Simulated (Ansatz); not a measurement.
Consider the ligand exchange at the Si–C bond: `[SiH3]CSCS` + `N=CO` → `O/C=N/[SiH3]` + `CSCS`.

Gas-phase electronic energies from Ansatz, PBE0-D4/def2-TZVP geometries. CCSD(T)/CBS is the MP2 limit (def2-TZVPP, def2-QZVPP) plus CCSD(T) − MP2 in def2-TZVPP, frozen cores. This one scheme is used for every species. Functionals use def2-TZVPP. Each species was taken in one conformer, which may not be the lowest.

| level | ΔE (eV) |
| --- | --- |
| r2SCANh-D4 | -0.66 |
| r2SCAN | -0.68 |
| r2SCANh | -0.68 |
| CAM-B3LYP | -0.71 |
| LC-ωPBE | -0.63 |
| RPA@PBE/def2-TZVPP | -0.60 |
| HF/def2-SVP | -0.75 |
| MP2/def2-QZVPP | -0.65 |

(1) What does CCSD(T)/CBS give? (Estimate.)

Largest T1 diagnostic among the species: 0.014.

Answers

(1) Computed: -0.61 eV. The listed levels differ from it by -0.05, -0.07, -0.07, -0.10, -0.02, 0.01, -0.14, -0.04 eV.

The D4 term adds +0.04 eV with B3LYP and +0.03 eV with PBE0; it sums over pairs of atoms, weighted by their polarisabilities, and B3LYP, whose exchange is more repulsive, gets the larger term. In def2-TZVPP, CCSD(T) changes the Hartree–Fock value by +0.17 eV (the triples alone add +0.01 eV) and MP2 by +0.13 eV.

B3LYP here is the variant with VWN-RPA as its local correlation; programs differ in this.
